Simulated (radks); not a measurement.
Si+, 13 electrons, occupied as [Ne] 3s2 3p(up 0.5, down 0.5) (fractional occupations, a model configuration). Calculated with a radial shooting solver on a logarithmic mesh with Libxc functionals: scalar-relativistic Kohn-Sham, r2SCAN, spin-polarised, spherical densities, finite nucleus; meta-GGA in the generalised Kohn-Sham scheme; Fermi nuclear charge, rms radius 3.1224 fm.

Radial electron density D(r) = 4 pi r^2 rho(r):

```
   r/bohr * D(r) (the largest magnitude, 15.8, reaches the edge; | marks zero)
 0.004593 |*
 0.005839 | *
 0.007483 |   *
 0.009589 |     *
  0.01229 |       *
  0.01562 |           *
  0.02002 |                 *
  0.02565 |                        *
  0.03287 |                                 *
  0.04179 |                                          *
  0.05355 |                                                  *
  0.06862 |                                                      *
  0.08724 |                                                     *
   0.1118 |                                               *
   0.1433 |                                      *
   0.1836 |                                 *
   0.2334 |                                   *
   0.2991 |                                           *
   0.3832 |                                                 *
   0.4911 |                                              *
   0.6243 |                                 *
      0.8 |                  *
    1.025 |        *
    1.314 |     *
     1.67 |     *
     2.14 |    *
    2.743 |  *
    3.486 |*
    4.468 *
    5.725 *
    7.337 *
```

D(r) has 3 maxima, at r = 0.0749, 0.405, 1.72 bohr, and minima at 0.194, 1.39 bohr, inside which lie 2.19, 10.38 electrons.
